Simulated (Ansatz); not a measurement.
CH5NOSi can be A, `O[SiH]1CN1`, or B, `O/C=N/[SiH3]`.

Isolated molecules relaxed with PBE0-D4/def2-TZVP in Ansatz; ΔE leaves out vibrations. CCSD(T)/CBS adds triple-zeta CCSD(T) − MP2 to the extrapolated MP2 energy (def2 sets, frozen cores). DFT in def2-TZVPP. B3LYP here is the variant with VWN-RPA as its local correlation; programs differ in this. One conformer a species, not always the lowest.

Q: Which isomer does CCSD(T)/CBS put lower? Give the gap. (Estimate.)

A: Computed: A, by 10.8 kcal/mol.

Q: Give E(B) − E(A) in kcal/mol with B2PLYP, r2SCAN-D4, B3LYP-D4, ωB97M-V, CCSD/def2-TZVPP, PBE0-D4, B3LYP. (Best estimate.)

A: Computed: B2PLYP 7.3, r2SCAN-D4 9.0, B3LYP-D4 6.0, ωB97M-V 9.9, CCSD/def2-TZVPP 8.9, PBE0-D4 9.6, B3LYP 5.7. None reverses the order clearly.

Q: Does the order hold for the free energy at 298.15 K (harmonic terms from PBE0-D4)? (An estimate is asked.)

A: Ansatz gave: Yes: G(B) − G(A) = +7.9 kcal/mol, for one conformer each.

Largest T1 diagnostic: 0.014.

From BLYP to BHLYP (50 % exact exchange), in def2-TZVPP and without D4, E(B) − E(A) moves by +3.4 kcal/mol. In def2-TZVPP, CCSD(T) changes the Hartree–Fock value by +6.5 kcal/mol (the triples alone add −0.3 kcal/mol) and MP2 by +9.1 kcal/mol.
